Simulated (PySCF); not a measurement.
Hf(F)2(OH)2 (F2H2HfO2), SMILES [OH][Hf]([OH])([F])[F], multiplicity 1.

The structure is a stationary point at B3LYP-D3(BJ)/def2-SVP. The spin state was assumed, not searched. The structure was generated by enumeration; whether it is a known compound was not checked. The def2 effective core potentials stand for the cores of Hf; spin–orbit coupling is left out. One conformer was computed; it need not be the lowest.

These are B3LYP-D3(BJ)/def2-SVP run with PySCF values and carry that method's errors.

Frequencies are harmonic and unscaled.

```csv
mode,ν (cm⁻¹),IR (km/mol),Raman (Å⁴/amu),depolarisation,moving atoms (share of kinetic energy)
1,155,3.7,0.3,0.69,"F 83 %, Hf 11 %"
2,157,1.4,1.0,0.75,"O 43 %, F 22 %, H 22 %, Hf 14 %"
3,168,8.3,0.4,0.75,"F 59 %, O 19 %, Hf 15 %"
4,169,0.0,1.7,0.75,"F 50 %, O 47 %"
5,171,0.8,3.0,0.74,"O 71 %, H 17 %, F 8 %"
6,243,167.8,0.8,0.75,"H 84 %, O 15 %"
7,282,0.0,4.4,0.75,"H 91 %, O 9 %"
8,307,360.2,1.6,0.75,"H 74 %, O 24 %"
9,332,224.1,4.1,0.74,"H 79 %, O 19 %"
10,648,127.3,0.1,0.75,"F 86 %, Hf 14 %"
11,651,99.8,2.4,0.00,"F 90 %, Hf 9 %"
12,708,178.3,0.1,0.75,"O 81 %, Hf 13 %"
13,727,55.5,11.7,0.01,O 87 %
14,3987,352.5,106.8,0.75,H 94 %
15,3990,189.6,192.3,0.14,H 94 %
```
